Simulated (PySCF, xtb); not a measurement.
Se(H)(OMe) (CH4OSe), SMILES CO[SeH]. Other conformers were not sampled.

Harmonic wavenumbers (cm⁻¹) from GFN2-xTB in xtb at its own minimum, in rising order: 148, 211, 275, 521, 751, 1014, 1130, 1136, 1403, 1464, 1479, 1938, 2938, 2955, 2996.

Problem. What does PBE0-D3(BJ)/def2-TZVP (PySCF 2.14.0) give at its own minimum? (The exact figures need the calculation; the answer reports its results.)

Solution. 180, 228, 318, 630, 862, 1080, 1175, 1192, 1460, 1475, 1496, 2367, 3017, 3087, 3122. Paired by order, the mean absolute difference is 89 cm⁻¹ and the zero-point energies are 29.1 and 31.0 kcal/mol.
